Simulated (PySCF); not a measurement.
CH$_{5}$FSSi, singlet, geometry from GFN2-xTB; MP2/def2-SVP (PySCF).

Here is a job for PySCF.
```python
from pyscf import gto, scf, mp

mol = gto.M(
    atom='''
Si    1.149020   -0.095356   -0.121109
F     0.851711    0.653034   -1.515178
S    -0.610440    0.042177    1.078717
C    -1.869871   -0.457805   -0.143819
H     1.410031   -1.463773   -0.524560
H     2.184104    0.642519    0.558963
H    -2.834525   -0.332994    0.335869
H    -1.802274    0.181822   -1.017699
H    -1.722744   -1.497905   -0.417009
''',
    basis='def2-svp',
    charge=0,
    spin=0,
    verbose=4,
    max_memory=1800,
)

mf = scf.RHF(mol)
mf.kernel()

pt = mp.MP2(mf, frozen=12)
pt.kernel()
print('E(MP2) = %.10f' % pt.e_tot)
```

Problem. Write the output that PySCF gives for this input, abridged.

Solution. 
```
PySCF version 2.14.0

[INPUT] verbose = 4
[INPUT] num. atoms = 9
[INPUT] num. electrons = 50
[INPUT] charge = 0
[INPUT] spin (= nelec alpha-beta = 2S) = 0
[INPUT] symmetry False subgroup None
[INPUT] Mole.unit = angstrom
[INPUT] Symbol           X                Y                Z      unit          X                Y                Z       unit  Magmom
[INPUT]  1 Si     1.149020000000  -0.095356000000  -0.121109000000 AA    2.171333111648  -0.180196724334  -0.228862841220 Bohr   0.0
[INPUT]  2 F      0.851711000000   0.653034000000  -1.515178000000 AA    1.609500527279   1.234055410029  -2.863271449966 Bohr   0.0
[INPUT]  3 S     -0.610440000000   0.042177000000   1.078717000000 AA   -1.153564415479   0.079702978756   2.038479695912 Bohr   0.0
[INPUT]  4 C     -1.869871000000  -0.457805000000  -0.143819000000 AA   -3.533544078267  -0.865126068457  -0.271778521509 Bohr   0.0
[INPUT]  5 H      1.410031000000  -1.463773000000  -0.524560000000 AA    2.664572417147  -2.766130078533  -0.991274735902 Bohr   0.0
[INPUT]  6 H      2.184104000000   0.642519000000   0.558963000000 AA    4.127358387567   1.214184939829   1.056286983765 Bohr   0.0
[INPUT]  7 H     -2.834525000000  -0.332994000000   0.335869000000 AA   -5.356475943233  -0.629267461123   0.634700423732 Bohr   0.0
[INPUT]  8 H     -1.802274000000   0.181822000000  -1.017699000000 AA   -3.405804261424   0.343593783421  -1.923172387244 Bohr   0.0
[INPUT]  9 H     -1.722744000000  -1.497905000000  -0.417009000000 AA   -3.255514342738  -2.830630210617  -0.788032801479 Bohr   0.0

nuclear repulsion = 226.853325546489
number of shells = 43
number of NR pGTOs = 155
number of NR cGTOs = 89
basis = def2-svp
ecp = {}

******** <class 'pyscf.scf.hf.RHF'> ********
method = RHF
initial guess = minao
damping factor = 0
level_shift factor = 0
DIIS = <class 'pyscf.scf.diis.CDIIS'>
diis_start_cycle = 1
diis_space = 8
diis_damp = 0
SCF conv_tol = 1e-09
SCF conv_tol_grad = None
SCF max_cycles = 50
direct_scf = True
direct_scf_tol = 1e-13
Set gradient conv threshold to 3.16228e-05
Initial guess from minao.
init E= -826.535695307236
  HOMO = -0.284494338244933  LUMO = 0.0553434232153038  gap/eV = 9.24746
cycle= 1 E= -826.35260955986  delta_E= 0.183  |g|= 0.548  |ddm|= 2.74
  HOMO = -0.362174265528441  LUMO = 0.108751117186367  gap/eV = 12.81453
cycle= 2 E= -826.415104772744  delta_E= -0.0625  |g|= 0.299  |ddm|=  0.7
  HOMO = -0.364176830401139  LUMO = 0.130584679752488  gap/eV = 13.46315
cycle= 3 E= -826.431323243734  delta_E= -0.0162  |g|= 0.0458  |ddm|= 0.231
  HOMO = -0.365016812981195  LUMO = 0.137832216728939  gap/eV = 13.68322
cycle= 4 E= -826.432112117896  delta_E= -0.000789  |g|= 0.0121  |ddm|= 0.0733
  HOMO = -0.36441586910962  LUMO = 0.13649970610332  gap/eV = 13.63061
cycle= 5 E= -826.432171577654  delta_E= -5.95e-05  |g|= 0.0031  |ddm|= 0.0192
  HOMO = -0.364961630801809  LUMO = 0.136277952801811  gap/eV = 13.63942
cycle= 6 E= -826.43217761045  delta_E= -6.03e-06  |g|= 0.000952  |ddm|= 0.00641
  HOMO = -0.365040906335502  LUMO = 0.136298183273553  gap/eV = 13.64213
cycle= 7 E= -826.4321783764  delta_E= -7.66e-07  |g|= 0.000329  |ddm|= 0.00258
  HOMO = -0.365059734912915  LUMO = 0.136287403725673  gap/eV = 13.64235
cycle= 8 E= -826.432178448321  delta_E= -7.19e-08  |g|= 7.46e-05  |ddm|= 0.000817
  HOMO = -0.365078586228213  LUMO = 0.136286655972607  gap/eV = 13.64284
cycle= 9 E= -826.432178452939  delta_E= -4.62e-09  |g|= 1.78e-05  |ddm|= 0.000234
  HOMO = -0.365075403496024  LUMO = 0.136286760681653  gap/eV = 13.64276
cycle= 10 E= -826.432178453248  delta_E= -3.09e-10  |g|= 6.1e-06  |ddm|= 5.9e-05
  HOMO = -0.365076662843417  LUMO = 0.136286182180324  gap/eV = 13.64278
Extra cycle  E= -826.432178453279  delta_E= -3.12e-11  |g|= 3.06e-06  |ddm|= 1.81e-05
converged SCF energy = -826.432178453279

******** <class 'pyscf.mp.mp2.RMP2'> ********
nocc = 13, nmo = 77
frozen orbitals 12
E(RMP2) = -826.989389071532  E_corr = -0.557210618253312
E(SCS-RMP2) = -826.986178117974  E_corr = -0.553999664695338
E_corr(same-spin) = -0.132292012163812
E_corr(oppo-spin) = -0.4249186060895
E(MP2) = -826.9893890715
```
